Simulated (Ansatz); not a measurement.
C₅H₁₂Cl₂NOV, SMILES `C[O][V]([Cl])([Cl])=[N]C(C)(C)C`, relaxed with RKS PBE0-D4/def2-TZVP in Ansatz from a GFN2-xTB geometry. The force threshold is 0.005 eV/Å; the program also tests the step.

Charge 0, multiplicity 1.

Start:

```xyz
22

C     2.508   -2.253    0.809
O     1.938   -1.877   -0.371
V     0.972   -1.097   -1.410
Cl   -0.260   -2.344   -2.499
Cl    2.009    0.069   -2.761
N    -0.025   -0.080   -0.702
C    -0.855    0.796    0.006
C     0.016    1.933    0.570
C    -1.532    0.017    1.148
C    -1.913    1.358   -0.962
H     1.784   -2.141    1.631
H     3.383   -1.620    1.018
H     2.836   -3.301    0.762
H    -0.595    2.637    1.127
H     0.779    1.515    1.226
H     0.509    2.451   -0.251
H    -0.772   -0.374    1.823
H    -2.093   -0.818    0.732
H    -2.206    0.666    1.701
H    -2.493    0.537   -1.379
H    -2.576    2.044   -0.442
H    -1.415    1.881   -1.777
```

Question: By how much does the energy fall, and how many steps does the optimiser take? (Best estimate.)

Answer: Computed: 15.08 kcal/mol, in 20 steps.

Question: Which bonds change most? (Estimate.)

Answer: Ansatz gave: O2–V3 from 1.619 to 1.731 Å; V3–Cl5 from 2.063 to 2.175 Å; V3–Cl4 from 2.064 to 2.175 Å; N6–C7 from 1.399 to 1.434 Å.

Question: Give the relaxed structure. (Estimate.)

Answer: Ansatz gave: 
```xyz
22

C     2.355   -2.074    0.793
O     2.071   -1.966   -0.571
V     0.983   -1.077   -1.583
Cl   -0.387   -2.402   -2.631
Cl    2.061    0.270   -2.908
N     0.086   -0.155   -0.643
C    -0.793    0.733    0.062
C     0.044    1.881    0.621
C    -1.468   -0.051    1.186
C    -1.830    1.250   -0.934
H     1.726   -1.400    1.381
H     3.407   -1.825    0.962
H     2.181   -3.104    1.117
H    -0.605    2.589    1.143
H     0.790    1.510    1.326
H     0.559    2.407   -0.184
H    -0.728   -0.428    1.894
H    -2.026   -0.898    0.782
H    -2.161    0.599    1.724
H    -2.396    0.422   -1.362
H    -2.524    1.925   -0.427
H    -1.343    1.793   -1.745
```
